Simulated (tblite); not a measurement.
C₃H₉AsSi.
Bonds: C1–As2, As2–C3, C3–C4, C4–Si5, As2–Si5. Hydrogens: H6, H7, H8 on C1; H9, H10 on C3; H11, H12 on C4; H13, H14 on Si5.

Computed with GFN2-xTB (tblite), gas phase: L-BFGS steps from a force-field or distance-geometry start until the largest atomic force falls under 0.01 eV/Å.

Geometry at step 25:
```
atom  x, y, z in Å
C1      2.0347    0.5802    0.0739
As2     0.5905    0.5617   -1.2904
C3     -0.2965   -1.1457   -0.7463
C4     -1.1675   -0.7235    0.4505
Si5    -1.2317    1.1514    0.0904
H6      2.6875   -0.2773   -0.0984
H7      1.6641    0.5370    1.0976
H8      2.6313    1.4865   -0.0428
H9      0.3871   -1.9606   -0.5010
H10    -0.9290   -1.4967   -1.5676
H11    -2.1146   -1.2644    0.5128
H12    -0.6360   -0.9193    1.3850
H13    -1.2064    1.9622    1.3188
H14    -2.4142    1.5081   -0.7047
```

Question: What forces act on the atoms?

Answer: 
```json
{"atom": "C1", "Fx (eV/Å)": "-0.011", "Fy (eV/Å)": "-0.004", "Fz (eV/Å)": "-0.008"}
{"atom": "As2", "Fx (eV/Å)": "0.026", "Fy (eV/Å)": "0.072", "Fz (eV/Å)": "0.023"}
{"atom": "C3", "Fx (eV/Å)": "-0.081", "Fy (eV/Å)": "-0.106", "Fz (eV/Å)": "0.094"}
{"atom": "C4", "Fx (eV/Å)": "-0.029", "Fy (eV/Å)": "0.035", "Fz (eV/Å)": "0.019"}
{"atom": "Si5", "Fx (eV/Å)": "-0.008", "Fy (eV/Å)": "0.012", "Fz (eV/Å)": "0.013"}
{"atom": "H6", "Fx (eV/Å)": "0.012", "Fy (eV/Å)": "0.044", "Fz (eV/Å)": "0.023"}
{"atom": "H7", "Fx (eV/Å)": "-0.004", "Fy (eV/Å)": "-0.020", "Fz (eV/Å)": "-0.057"}
{"atom": "H8", "Fx (eV/Å)": "-0.012", "Fy (eV/Å)": "-0.042", "Fz (eV/Å)": "0.042"}
{"atom": "H9", "Fx (eV/Å)": "0.073", "Fy (eV/Å)": "-0.043", "Fz (eV/Å)": "-0.049"}
{"atom": "H10", "Fx (eV/Å)": "0.005", "Fy (eV/Å)": "0.007", "Fz (eV/Å)": "-0.007"}
{"atom": "H11", "Fx (eV/Å)": "0.052", "Fy (eV/Å)": "-0.005", "Fz (eV/Å)": "-0.036"}
{"atom": "H12", "Fx (eV/Å)": "-0.023", "Fy (eV/Å)": "0.033", "Fz (eV/Å)": "-0.034"}
{"atom": "H13", "Fx (eV/Å)": "0.060", "Fy (eV/Å)": "0.016", "Fz (eV/Å)": "-0.054"}
{"atom": "H14", "Fx (eV/Å)": "-0.059", "Fy (eV/Å)": "0.001", "Fz (eV/Å)": "0.033"}
```

The largest, 0.16 eV/Å, acts on C3; the rms over all components is 0.042 eV/Å. The forces sum to zero within rounding, as they must for an isolated molecule in no field.

Question: Give the force on C3 in Eh/bohr and in nN.

Answer: 0.163 eV/Å ÷ 51.422 = 0.00317 Eh/bohr, and 0.163 eV/Å × 1.602 = 0.26 nN.

Question: How far is this geometry from the end of the optimisation?

Answer: 0.023 eV above it, and 0.173 Å rms away after alignment. The bonds farthest from their final lengths, with half the difference of the two atoms' forces along the bond (positive lengthens):

```csv
bond,now (Å),final (Å),force along bond (eV/Å)
As2–C3,2.000,2.007,+0.11
As2–Si5,2.361,2.358,0.00
C1–As2,1.987,1.984,-0.02
C4–Si5,1.910,1.912,-0.01
C1–H8,1.091,1.089,-0.02
C4–H12,1.093,1.091,-0.02
```

The angle farthest from its final value is As2–Si5–H13, 127.8° against 122.4°.

What follows is the cost of the whole relaxation. Time: 0.79 s of wall time. Hardware: one thread, Arm Neoverse N1 (aarch64), shared host.
